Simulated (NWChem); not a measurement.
# SiH3SCl; SMILES Cl[SiH2]S

```xyz
6

Si    -0.7654     0.0240     0.0041
S      0.3897    -1.7676    -0.0553
Cl     0.3990     1.7346    -0.0221
H     -1.5971    -0.0090    -1.2257
H     -1.5941     0.0875     1.2370
H      0.8880    -1.6216     1.1926
```
Atoms are numbered in this order, from 1.

Results from NWChem. The geometry was optimised at PBE0/def2-SVP. Vertical excitations in the gas phase; the lowest state need not have the same character in each row.

For level BHandHLYP/aug-cc-pVDZ, full TDDFT:

```yaml
lowest excitation, singlet (eV): 6.18
lowest state with f > 0.02, singlet (eV): 6.60
orbital gap (eV): 9.00
```

**Question.** What are these values for level LDA (Slater exchange, VWN5)/aug-cc-pVDZ, full TDDFT?

**Answer.** The lowest excitation, singlet (eV) comes out as 5.60. The lowest state with f > 0.02, singlet (eV) is 5.72 and the orbital gap (eV) is 5.44.
